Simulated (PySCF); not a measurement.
# Core-level binding energies of `C[SiH](O)O`

Compound: CH₆O₂Si.
Atom-mapped SMILES: `[CH3:1][SiH:2]([OH:3])[OH:4]`

Method used: delta-SCF UKS SCAN, pcX-2 on the ionised atom, pcseg-1 elsewhere, spin-free X2C (PySCF 2.14.0). Vertical ΔSCF values, vacuum level as zero.

**Question.** Give the core binding energies atom by atom.

**Answer.** 
| atom(s) | bonded to | level | binding energy (eV) | 2p1/2 (eV) | count |
| --- | --- | --- | --- | --- | --- |
| Si2 | 2 O, C and H | Si 2p3/2 | 107.52 | 108.14 | 1 |
| C1 | 3 H and Si | C 1s | 290.28 | – | 1 |
| O3/O4 | H and Si | O 1s | 538.51 | – | 2 |
| Si2 | 2 O, C and H | Si 1s | 1847.61 | – | 1 |

**Question.** Give the binding energy of Si 2p3/2 of Si2 in hartree and in kJ/mol.

**Answer.** 107.52 eV = 3.9513 Eh = 10374 kJ/mol.

**Question.** What is the longest wavelength that can ionise Si 2p3/2 of Si2 vertically?

**Answer.** λ = hc/E = 12398.42 eV Å / 107.52 eV = 115.313 Å.

The first atom of each set that the bonding makes equivalent was ionised and stands for the set. 2p3/2 and 2p1/2 are the ΔSCF energy of one spin-free 2p hole plus the eigenvalues of a spin–orbit and ligand-field matrix of the shell. 2p1/2 minus 2p3/2 (ligand field included): Si 0.63 eV. Isolated species at its PBE0-D3(BJ)/def2-SVP geometry (one conformer only).

On one thread of an Arm Neoverse V1, shared host, this took 15 s wall.

The values belong to the conformer `[CH3:1][SiH:2]([OH:3])[OH:4]`: H–O3–Si2–C1 -170°, H–O4–Si2–C1 164°.
